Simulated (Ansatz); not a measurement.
Basis-set series for CH5GaSn. Total charge 0; spin multiplicity 1. Sn takes the def2 core potential. The bonds changed during the relaxation, so this is another structure than the one it started from. The geometry is a stationary point of PBE0-D4/def2-TZVP.

```
atom    x (Å)    y (Å)    z (Å)
  C1   0.5089   0.6976   0.6972
 Ga2   0.6640   2.5558  -0.1057
 Sn3  -0.4536  -0.7769  -0.5221
  H4   1.5111   0.3131   0.9279
  H5  -0.0496   0.7435   1.6411
  H6   0.3325  -0.8763  -2.0411
  H7  -2.0833  -0.3279  -0.7958
  H8  -0.4301  -2.3289   0.1986
```

```csv
functional,basis,functions,energy (Eh),HOMO (eV),LUMO (eV)
PBE0-D4,def2-SVP,97,-2179.64253,-5.83,-1.45
PBE0-D4,def2-QZVPP,378,-2179.99200,-5.88,-1.53
ωB97M-V,def2-SVP,97,-2179.75112,-7.85,0.28
ωB97M-V,def2-QZVPP,378,-2180.10238,-7.91,0.04
```

Give the rows for def2-TZVPP. (An estimate is asked.)

Computed: 
```csv
functional,basis,functions,energy (Eh),HOMO (eV),LUMO (eV)
PBE0-D4,def2-TZVPP,199,-2179.94434,-5.85,-1.48
ωB97M-V,def2-TZVPP,199,-2180.05597,-7.88,0.21
```

Positive LUMOs are unbound and depend on the basis. Scalar relativity is left out up to krypton.
